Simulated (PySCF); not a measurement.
Start geometry of `C#C[CH2][BiH2]` from a GFN2-xTB structure with every atom displaced at random (by about 0.01 Å) (Å):
```
atom  x, y, z in Å
C1    -2.2747    0.4544    0.4481
C2    -1.2511   -0.0633    0.2309
C3     0.0102   -0.6683   -0.0028
Bi4    1.7856    0.7581    0.5785
H5    -3.2299    0.9236    0.6003
H6     0.1357   -1.5613    0.6045
H7     0.1679   -0.9152   -1.0425
H8     2.9575   -0.4298   -0.0032
H9     1.7567    1.4847   -1.0203
```

What comes out of this run: PBE0-D3(BJ)/def2-SVP geometry optimisation, gas phase, def2 core potentials past Kr in PySCF?

```
atom  x, y, z in Å
C1    -2.360    0.452    0.548
C2    -1.321   -0.143    0.348
C3    -0.058   -0.794    0.132
Bi4    1.656    0.664    0.676
H5    -3.294    0.955    0.717
H6     0.070   -1.676    0.777
H7     0.089   -1.092   -0.915
H8     2.891   -0.396   -0.098
H9     1.446    1.551   -0.872
```

The energy falls by 4.1 kcal/mol over 10 energy and gradient evaluations, the largest force component goes from 0.0994 to 4.4e-04 Eh/bohr, and the atoms move by 0.123 Å rms after alignment. The bond that changes most is C1≡C2 (terminal alkyne carbon to alkyne carbon), which lengthens by 0.047 Å. Bonds longer at the end by more than 0.005 Å: 6 of 8; shorter: 1. Among the angles that change most is C2–C3–Bi4, from 111.8° to 109.3°. Rotational constants go from 15145, 1456, 1361 to 14017, 1509, 1399 MHz. The orientation of the end geometry is arbitrary; only internal coordinates are fixed.

The run used 93 basis functions and 68 SCF cycles in all. Time: 56 s of wall time; peak memory 0.40 GiB. Hardware: an Intel Xeon Platinum 8259CL at 2.50 GHz with one thread, on a shared host.

Stationary, but not proved a minimum. The numbers are those of one conformer.
